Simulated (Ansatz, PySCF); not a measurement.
ammonium (H4N), SMILES [NH4+], charge +1. Atoms are numbered in the order given.

```xyz
5

N      0.0000     0.0000     0.0000
H      0.5912    -0.5912     0.5912
H     -0.5912    -0.5912    -0.5912
H     -0.5912     0.5912     0.5912
H      0.5912     0.5912    -0.5912
```
Charge +1, spin multiplicity 1.

Coordinates come from a r2SCAN-D4/def2-TZVPD optimisation.

Vertical ionisation energy (IE) and electron affinity (EA) in eV. Rows of orbital energies are one-electron estimates. Where ΔSCF, EOM or ADC give a negative EA the extra electron is unbound and the value depends on the basis.

```json
[
 {"level": "−ε(HOMO), −ε(LUMO), ωB97X/def2-TZVPD (PySCF)", "IE": "25.40", "EA": "3.89"},
 {"level": "−ε(HOMO), −ε(LUMO), M06-2X/def2-TZVPD (PySCF)", "IE": "24.38", "EA": "5.61"},
 {"level": "−ε(HOMO), −ε(LUMO), PBE/def2-TZVPD (PySCF)", "IE": "21.02", "EA": "6.86"},
 {"level": "EOM-CCSD/aug-cc-pVDZ (PySCF)", "IE": "26.53", "EA": "4.46"},
 {"level": "ΔSCF, PBE0/def2-TZVPD (Ansatz), final states of multiplicity 2 and 2", "IE": "26.48", "EA": "4.42"},
 {"level": "ΔSCF, PBE/def2-TZVPD (Ansatz), final states of multiplicity 2 and 2", "IE": "26.44", "EA": "4.55"}
]
```

Problem. What vertical singlet–triplet gap does ΔSCF give with PBE0/def2-TZVPD (Ansatz, a program for electronic structure) and with PBE/def2-TZVPD (Ansatz)? (An estimate is asked for; the answer gives what the named calculation found.)

Solution. 14.35 and 14.18 eV (triplet above singlet where positive).
